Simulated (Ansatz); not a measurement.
`[Cl][GaH][Cl]` + H–F → `[F][GaH][Cl]` + HCl at 600 K and 1 bar (ligand exchange at a Ga–Cl bond).

Gas-phase electronic energies from Ansatz, PBE0-D4/def2-TZVP geometries. CBS: MP2 limit from def2 TZ/QZ plus the TZ coupled-cluster correction, frozen cores. This one scheme is used for every species. For Ga outer-core shells are correlated without core-valence functions, which leaves a few kJ/mol of doubt a bond. Scalar relativity is left out up to krypton.

```
        species  CCSD(T)/CBS energy (Eh)  H − E (kJ/mol)  S (J/(mol·K))
`[Cl][GaH][Cl]`              -2844.19972            59.6          348.0
            H–F               -100.39570            42.3          194.0
 `[F][GaH][Cl]`              -2484.20089            60.4          341.3
            HCl               -460.38127            35.4          207.2
```

H − E and S are ideal-gas, rigid-rotor, harmonic terms from PBE0-D4/def2-TZVP. 1 Eh = 2625.50 kJ/mol, R = 8.31446 J/(mol·K).

**Question.** By hand: ΔE, ΔH, ΔS and ΔG.

**Answer.** ΔE = (-2484.20089) + (-460.38127) − (-2844.19972) − (-100.39570) = 0.01326 Eh = 34.8 kJ/mol. Δ(H − E) = 60.4 + 35.4 − 59.6 − 42.3 = -6.1, so ΔH = 28.7 kJ/mol. ΔS = 341.3 + 207.2 − 348.0 − 194.0 = 6.5 J/(mol·K). ΔG = 28.7 − 600 × (6.5)/1000 = 24.8 kJ/mol.

**Question.** By hand: the equilibrium constant, and the temperature at which ΔG would vanish if ΔH and ΔS stayed fixed.

**Answer.** log₁₀ K = −ΔG/(RT ln 10) = -2.2. ΔG = 0 at ΔH/ΔS = 4415 K, far beyond where these terms or the molecules hold.

The number of gas molecules stays the same, so ΔS is small and ΔH decides. A doubt of 5 kJ/mol in ΔE shifts log₁₀ K by 0.4 here. These are equilibria of isolated gas molecules and say nothing of rates. Largest T1 diagnostic: 0.013 (customary marks: 0.02 for closed shells, 0.045 for open ones).
